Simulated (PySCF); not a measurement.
C₃H₃BCl₂.
Geometry (PBE0-D3(BJ)/def2-SVP, Å), atoms numbered from 1 in this order:
```xyz
9
C3H3BCl2 angstrom
C     -1.5790   -0.3760   -0.2601
C     -0.1518   -0.1346   -0.2426
C      1.0506    0.0731   -0.2296
B      2.5332    0.3333   -0.2132
Cl     3.6563   -0.9395    0.2215
Cl     3.1704    1.9129   -0.6266
H     -1.8215   -1.3896    0.0937
H     -2.1027    0.3503    0.3810
H     -1.9752   -0.2633   -1.2816
```

The closed-shell ground state was solved at several levels (PySCF, density fitting, gas phase, non-relativistic).

```tsv
level	basis functions	total energy (Eh)	HOMO (eV)	LUMO (eV)	gap (eV)	dipole (D)
PBE0/pcSseg-1	131	-1060.8769	-8.08	-2.07	6.01	3.35
B97-2/pcSseg-2	272	-1061.5286	-7.77	-2.04	5.73	3.25
```

**Question.** Estimate the row for B3LYP/def2-SVPD, a basis of 158 functions; the other rows only guide the guess.

**Answer.** Total energy -1061.0748 Eh, HOMO -7.82 eV, LUMO -2.26 eV, gap 5.56 eV, dipole 3.21 D.

**Question.** Over all these levels, which gives the widest orbital gap and which the narrowest?

**Answer.** PBE0/pcSseg-1 (global hybrid, 25 % exact exchange) has the widest, 6.01 eV, and B3LYP/def2-SVPD (global hybrid, 20 % exact exchange) the narrowest, 5.56 eV. Functional and basis both differ between the two, so the spread mixes both effects.

**Question.** How far do the dipole and the HOMO energy spread over the levels?

**Answer.** The dipole runs from 3.21 to 3.35 D (mean 3.27 D) and the HOMO from -8.08 to -7.77 eV.
